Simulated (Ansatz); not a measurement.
A run on CH4AlClIN, SMILES `N[CH2][Al]([Cl])[I]` with other settings.

```yaml
crystal:
  periodic: [false, false, false]
  atoms:
    - {symbol: N, position_ang: [0.585207, 0.441565, 1.399796]}
    - {symbol: C, position_ang: [-0.069908, -0.578292, 0.584633]}
    - {symbol: Al, position_ang: [-0.410792, -0.145364, -1.308486]}
    - {symbol: Cl, position_ang: [-1.336803, -1.467641, -2.644761]}
    - {symbol: I, position_ang: [0.287846, 2.072598, -2.152567]}
    - {symbol: H, position_ang: [0.047010, 1.298858, 1.410798]}
    - {symbol: H, position_ang: [1.490227, 0.685580, 1.017584]}
    - {symbol: H, position_ang: [-1.023246, -0.851907, 1.051039]}
    - {symbol: H, position_ang: [0.518959, -1.501695, 0.624864]}
basis:
  gaussian: {orbitals: def2-SVP}
hamiltonian: {xc: {name: CAM-B3LYP}}
output: {forces: true}
```

```sh
$ ansatz run in.yaml --threads 4 --pin off --events-out ev --progress --plain --max-ram 10444MiB
```

It prints (some lines left out):

```
Functional definition: CAM-B3LYP
1151 factors; integrals over basis functions are off by at most 1.3e-3 eV
330 factors; integrals over basis functions are off by at most 7.0e-6 eV
mean field evaluation 1: about -29801.9618 eV, gradient 4.7e1 eV
mean field evaluation 2: about -29800.8897 eV, gradient 5.2e1 eV
mean field evaluation 4: about -29807.0096 eV, gradient 1.7e0 eV
mean field evaluation 8: about -29807.1525 eV, gradient 2.6e-1 eV
mean field evaluation 16: about -29807.1527 eV, gradient 6.3e-5 eV
mean field -29807.15267419 eV, -1095.3926567628 hartree, gradient 6.3e-5 eV, S^2 0.000000; 0 other end points of the search recorded, 0 dependent functions left out
reference -29807.15280184 eV, -1095.3926614538 hartree; 36, 36 occupied and 74, 74 virtual orbitals, 1151 factors
Total energy: -29807.15280184 eV, -1095.3926614538 hartree
Atom 0 at     0.585207     0.441565     1.399796 Å, force    -0.071236    -0.233289     0.097450 eV/Å
Atom 1 at    -0.069908    -0.578292     0.584633 Å, force     0.069142     0.300834    -0.200411 eV/Å
Atom 2 at    -0.410792    -0.145364    -1.308486 Å, force     0.012003    -0.012125     0.063571 eV/Å
Atom 3 at    -1.336803    -1.467641    -2.644761 Å, force    -0.023713    -0.037250    -0.030029 eV/Å
Atom 4 at     0.287846     2.072598    -2.152567 Å, force     0.003901     0.021246    -0.018889 eV/Å
Atom 5 at     0.047010     1.298858     1.410798 Å, force    -0.128514     0.234112     0.040785 eV/Å
Atom 6 at     1.490227     0.685580     1.017584 Å, force     0.252619     0.073349    -0.063798 eV/Å
Atom 7 at    -1.023246    -0.851907     1.051039 Å, force    -0.238058    -0.096709     0.105037 eV/Å
Atom 8 at     0.518959    -1.501695     0.624864 Å, force     0.123856    -0.250167     0.006284 eV/Å
Dipole moment:     0.044519    -0.008133     0.165787 e Å
```

Hardware: 4 threads of a server CPU on a shared host. Wall time 1.7 s, peak host memory 0.45 GiB.
